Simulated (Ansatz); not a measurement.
Calculated with Ansatz (gas phase, PBE0-D4/def2-TZVP geometries, no zero-point term in ΔE). CCSD(T)/CBS is the MP2 limit (def2-TZVPP, def2-QZVPP) plus CCSD(T) − MP2 in def2-TZVPP, frozen cores. Functionals use def2-TZVPP. B3LYP here is the variant with VWN-RPA as its local correlation; programs differ in this. HSE06 is defined as in plane-wave codes. For Ge outer-core shells are correlated without core-valence functions, which leaves a few kJ/mol of doubt a bond. Scalar relativity is left out up to krypton. Each species was taken in one conformer, which may not be the lowest.

Reaction (redistribution): `C=[CH][AlH][CH3]` + `C[SiH2][NH][GeH3]` → `[CH3][AlH][NH][SiH2]C` + `C=[CH][GeH3]`

```tsv
level	ΔE (kJ/mol)	difference from CCSD(T)/CBS
LDA (SPW92)	-85.8	-4.1
PBE-D4	-80.9	0.8
revPBE-D4	-78.5	3.2
BLYP-D4	-80.7	1.0
r2SCAN-D4	-83.0	-1.3
PBE0-D4	-79.3	2.4
B3LYP-D4	-79.8	1.9
r2SCANh-D4	-82.4	-0.7
r2SCAN0-D4	-81.5	0.2
HSE06-D4	-79.2	2.5
ωB97X-V	-78.0	3.7
ωB97M-V	-79.7	2.0
B2PLYP	-81.2	0.5
PBE-QIDH	-79.8	1.9
PBE	-81.7	0.0
revPBE	-80.3	1.4
BLYP	-82.3	-0.6
r2SCAN	-83.3	-1.6
B3LYP	-81.2	0.5
r2SCANh	-82.7	-1.0
r2SCAN0	-81.8	-0.1
HSE06	-79.9	1.8
BHLYP	-79.1	2.6
CAM-B3LYP	-81.3	0.4
LC-ωPBE	-80.2	1.5
RPA@PBE/def2-TZVPP	-77.7	4.0
HF/def2-SVP	-73.5	8.2
MP2/def2-SVP	-80.3	1.4
CCSD/def2-SVP	-79.4	2.3
CCSD(T)/def2-SVP	-79.9	1.8
HF/def2-TZVPP	-73.2	8.5
MP2/def2-TZVPP	-81.8	-0.1
SCS-MP2/def2-TZVPP	-79.8	1.9
CCSD(T)/def2-TZVPP	-81.0	0.7
HF/def2-QZVPP	-73.2	8.5
MP2/def2-QZVPP	-82.2	-0.5
SCS-MP2/def2-QZVPP	-80.1	1.6
HF/CBS(def2)	-73.2	8.5
MP2/CBS(def2)	-82.5	-0.8
CCSD/CBS(def2)	-81.1	0.6
CCSD(T)/CBS	-81.7	0
```

Largest T1 diagnostic among the species: 0.012.

Leaving LDA and LC-ωPBE aside and taking each functional with its dispersion term where it has one, the values, not all of them listed here, spread over 5.1 kJ/mol, from r2SCAN-D4 to BHLYP-D4. LDA lies −4.1 kJ/mol from PBE without D4. From BLYP to BHLYP (50 % exact exchange), in def2-TZVPP and without D4, ΔE moves by +3.3 kJ/mol. In def2-TZVPP, CCSD(T) changes the Hartree–Fock value by −7.8 kJ/mol (the triples alone add −0.6 kJ/mol) and MP2 by −8.6 kJ/mol.
